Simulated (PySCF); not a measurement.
Compound: C2H6GeN2.
Atom-mapped SMILES: `[H]/[N:5]=[CH:4]\[GeH2:3][N:2]=[CH2:1]` (hydrogens: H6, H7 on C1; H8, H9 on Ge3; H10 on C4; H11 on N5)

Jobs on this species (11 atoms, 64 electrons) with PySCF (density fitting). Hardware of each: one thread, Arm Neoverse V1 (aarch64), shared host. The host was shared with other jobs, so the times are rough. Peak memory is the resident size of the whole Python process, interpreter and libraries included.

```json
{"level and settings": "delta-SCF UKS HF, pcX-2 on the ionised atom, pcseg-1 elsewhere, spin-free X2C", "work": "ΔSCF core ionisation, 4 holes", "basis functions": "144", "SCF cycles": "?", "wall time": "?", "peak memory": "?"}
{"level and settings": "delta-SCF UKS SCAN, def2-TZVP on the ionised atom, pcseg-1 elsewhere, spin-free X2C", "work": "ΔSCF core ionisation, 4 holes", "basis functions": "130", "SCF cycles": "?", "wall time": "?", "peak memory": "?"}
{"level and settings": "delta-SCF UKS PBE0, pcX-2 on the ionised atom, pcseg-1 elsewhere, spin-free X2C", "work": "ΔSCF core ionisation, 4 holes", "basis functions": "144", "SCF cycles": "75", "wall time": "40 s", "peak memory": "0.55 GiB"}
{"level and settings": "delta-SCF UKS SCAN, pcX-2 on the ionised atom, pcseg-1 elsewhere, spin-free X2C", "work": "ΔSCF core ionisation, 4 holes", "basis functions": "144", "SCF cycles": "85", "wall time": "29 s", "peak memory": "0.46 GiB"}
{"level and settings": "delta-SCF UKS SCAN, pcX-1 on the ionised atom, pcseg-1 elsewhere, spin-free X2C", "work": "ΔSCF core ionisation, 4 holes", "basis functions": "123", "SCF cycles": "88", "wall time": "25 s", "peak memory": "0.55 GiB"}
{"level and settings": "PBE0-D3(BJ)/def2-SVP, grid level 1", "work": "geometry optimisation from a GFN2-xTB start shaken at random", "basis functions": "118", "SCF cycles": "57", "wall time": "48 s", "peak memory": "0.49 GiB"}
{"level and settings": "delta-SCF UKS SCAN, pcX-2 on the ionised atom, pcseg-1 elsewhere, non-relativistic", "work": "ΔSCF core ionisation, 4 holes", "basis functions": "144", "SCF cycles": "84", "wall time": "27 s", "peak memory": "0.55 GiB"}
{"level and settings": "delta-SCF UKS PBE, pcX-2 on the ionised atom, pcseg-1 elsewhere, spin-free X2C", "work": "ΔSCF core ionisation, 4 holes", "basis functions": "144", "SCF cycles": "86", "wall time": "19 s", "peak memory": "0.55 GiB"}
{"level and settings": "delta-SCF UKS B3LYP, pcX-2 on the ionised atom, pcseg-1 elsewhere, spin-free X2C", "work": "ΔSCF core ionisation, 4 holes", "basis functions": "144", "SCF cycles": "74", "wall time": "38 s", "peak memory": "0.55 GiB"}
```

Question: Fill in the missing figures.

Answer: 
- delta-SCF UKS HF, pcX-2 on the ionised atom, pcseg-1 elsewhere, spin-free X2C; ΔSCF core ionisation, 4 holes: 25 s, 0.55 GiB, 72 SCF cycles
- delta-SCF UKS SCAN, def2-TZVP on the ionised atom, pcseg-1 elsewhere, spin-free X2C; ΔSCF core ionisation, 4 holes: 27 s, 0.55 GiB, 83 SCF cycles

Question: What do all jobs in the table cost together?

Answer: About 4.6 min; the longest takes about 17 % of that, and about 2.5 times as long as the shortest.
